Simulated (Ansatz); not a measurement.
H4Sn (SMILES [SnH4]) moved off its minimum; all values from Ansatz (a program for electronic structure), cores frozen in correlated methods. Elements past Kr take the def2 small-core potentials, without spin–orbit coupling.
(charge 0, multiplicity 1)
```xyz
5

Sn    -0.03317     0.00450    -0.02777
H     -1.14327     1.17976    -0.49723
H      0.25342    -1.12270    -1.27083
H     -0.57517    -0.79594     1.39431
H      1.51037     0.75430     0.36409
```

Task: Give the forces (eV/Å), the total energy and the dipole at CCSD(T)/def2-TZVPPD.

Result: 
```tsv
atom	Fx	Fy	Fz
Sn1	0.884	-0.002	0.513
H2	-0.332	0.329	-0.163
H3	-0.043	-0.154	-0.181
H4	-0.058	-0.022	-0.039
H5	-0.451	-0.152	-0.130
```
Energy -215.8043 hartree, dipole 0.28 D.
